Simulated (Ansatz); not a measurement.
The same path of FH2NOSi (6 atoms, charge 0, multiplicity 1) was run twice with different band settings. The coordinate that changes most is the angle H5–N1–Si2.

Computed with RKS PBE0-D4/def2-TZVP (Ansatz).

Relaxed end points:

```xyz
6
Properties=species:S:1:pos:R:3
N -0.342 1.127 -0.681
Si -0.073 -0.319 -0.122
O 0.676 -0.585 1.279
F -0.398 -1.761 -0.668
H -0.807 1.327 -1.553
H 0.945 0.212 1.744
```

```xyz
6
Properties=species:S:1:pos:R:3
N -0.605 0.739 -1.152
Si -0.110 -0.401 -0.187
O 0.655 -0.496 1.236
F -0.348 -1.904 -0.568
H -0.487 1.724 -0.975
H 0.895 0.338 1.647
```

Common settings: movable images 5; climbing image yes; optimiser quadratic models (default); start path through a guess of the saddle point; force threshold 0.05 eV/Å; iteration limit 60; end points relaxed.

| run | spring |
| --- | --- |
| 1 | 5.0 eV/Å² |
| 2 | 20.0 eV/Å² |

**Question.** What does each run give, and how far can it be trusted?

**Answer.** Run 1: converged after 18 iterations, highest image 0.187 eV above the first end. A vibrational analysis at the climbing image gives one clearly imaginary mode, 417i cm⁻¹: a first-order saddle point.
Run 2: converged after 20 iterations, highest image 0.186 eV above the first end. Another band between the same ends (5 images) ends at a top of the same energy, where a vibrational analysis finds 1 clearly imaginary mode.
